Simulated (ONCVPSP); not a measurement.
cobalt: excitation energies, all-electron against ONCV

ONCVPSP 4.0.1 input, shortened (lines: element, Z, core and valence counts, functional; n l f; lmax; l rc ep ncon nbas qcut; lloc lpopt rc5 dvloc0; l nproj debl; icmod fcfact rcfact), PBEsol, scalar-relativistic:

```
  Co 27.00    5    3  -116133      upf
    1    0    2.00
    2    0    2.00
    2    1    6.00
    3    0    2.00
    3    1    6.00
    3    2    7.00
    4    0    1.50
    4    1    0.50
    2
    0    2.25    0.00    4    7    2.30
    1    3.05    0.00    4    8    2.40
    2    1.35    0.00    5   10   13.20
    4    5    0.95    0.00
    0    3    3.30
    1    2    3.00
    2    1    2.60
    3    2.25    1.05
```

Energies are relative to the spin-unpolarised reference configuration 3d7 4s1.5 4p0.5; without spin polarisation the order of configurations can differ from experiment.

```csv
valence configuration,charge,ΔE all-electron (eV),error AE − PS (meV)
3d7 4s1 4p0,+1,6.889,-4.4
3d7 4s0 4p0,+2,23.587,+7.0
3d7 4s0 4p2,0,6.860,+12
```

Task: What are ΔE and the potential's error for 3d7 4s2 4p0?

Result: ΔE = -2.156 eV all-electron; the error (AE − PS) is +0.9 meV.

Levels in the configuration 3d7 4s2 4p0:

```tsv
level	all-electron (eV)	pseudo (eV)
3d	-8.230	-8.237
4s	-5.489	-5.490
```

Note: no bound ghost flagged; GHOST(+) flagged for p at 69.2 eV, s at 72.9 eV.
